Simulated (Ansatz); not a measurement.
Species: sum formula WO4H4, charge 0, multiplicity 3. The spin state was set by rule; other spins were not relaxed. 
Geometry from a B3LYP-D3(BJ)/def2-TZVP (Ansatz, a program for electronic structure) optimisation:
```
W
O 1 1.8810
H 2 0.9595 1 134.89
O 1 1.9136 2 111.78 3 89.79
H 4 0.9685 1 116.01 2 -123.33
O 1 1.9219 2 110.29 3 -121.27
H 6 0.9668 1 121.82 2 123.59
O 1 1.9566 2 130.76 3 -12.17
H 8 0.9638 1 117.68 2 -79.42
```
Charge 0, spin multiplicity 3.

Basis-set convergence of Hartree-Fock and CCSD correlation energies (hartree) with Ansatz. Cores are frozen in the correlated levels unless marked. Open shells are spin-unrestricted. Spin-orbit coupling is left out. The frozen core is the preceding noble-gas configuration, with the filled d and f shells of earlier blocks. Past Kr the def2 sets carry scalar-relativistic core potentials.

```csv
basis,functions,E(HF),"E(corr, CCSD)"
def2-SVP,108,-368.03683,-0.92473
def2-TZVPP,236,(withheld),(withheld)
```

Question: Some entries are withheld; supply them.

Answer: 
- def2-TZVPP, E(HF): -368.44933
- def2-TZVPP, E(corr, CCSD): -1.16335
